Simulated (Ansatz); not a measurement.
Reaction (cleavage of the Si–Si bond): `C[SiH](N)[SiH2]N` + H₂Te → `C[SiH](N)[TeH]` + `N[SiH3]`

Isolated molecules relaxed with PBE0-D4/def2-TZVP in Ansatz; ΔE leaves out vibrations. CCSD(T)/CBS is the MP2 limit (def2-TZVPP, def2-QZVPP) plus CCSD(T) − MP2 in def2-TZVPP, frozen cores. This one scheme is used for every species. Functionals use def2-TZVPP. def2 core potentials past Kr. For Te outer-core shells are correlated without core-valence functions, which leaves a few kJ/mol of doubt a bond. One conformer a species, not always the lowest.

CCSD(T)/CBS gives -80.8 kJ/mol.

(1) Another level gave -73.9 kJ/mol. Which?
A. MP2/def2-TZVPP
B. B2PLYP/def2-TZVPP
C. r2SCAN-D4/def2-TZVPP
D. PBE/def2-TZVPP

Largest T1 diagnostic among the species: 0.011.

Results:

(1) C. r2SCAN-D4 -73.9, MP2/def2-TZVPP -87.3, PBE -67.1, B2PLYP -78.6 kJ/mol.

From PBE to PBE0 (25 % exact exchange), in def2-TZVPP and without D4, ΔE moves by −5.1 kJ/mol.
